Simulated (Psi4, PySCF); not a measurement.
The Psi4 input:
```
memory 2 GB

molecule mol {
0 1
B     0.697434    0.017586    0.015856
N    -0.541988   -0.010755   -0.010437
H     1.836800    0.040376    0.037915
H    -1.530057   -0.053021   -0.044133
}

set {
  basis 6-311g**
  reference rhf
  freeze_core true
  mp2_type conv
  scf_type pk
  puream true
  d_convergence 1e-8
}

energy('ccsd(t)')
print_variables()
```

Task: Write the same job for PySCF.

Result: This is not unique; one that fits is 
```python
from pyscf import gto, scf, cc

mol = gto.M(
    atom='''
B     0.697434    0.017586    0.015856
N    -0.541988   -0.010755   -0.010437
H     1.836800    0.040376    0.037915
H    -1.530057   -0.053021   -0.044133
''',
    basis='6-311g**',
    charge=0,
    spin=0,
    verbose=4,
)

mf = scf.RHF(mol)
mf.kernel()

mycc = cc.CCSD(mf, frozen=2)
mycc.kernel()
et = mycc.ccsd_t()
print('E(CCSD(T)) = %.10f' % (mycc.e_tot + et))
```

Both were run: Psi4 gave -80.605043 Eh and PySCF -80.605043 Eh, 0.000 mEh apart.
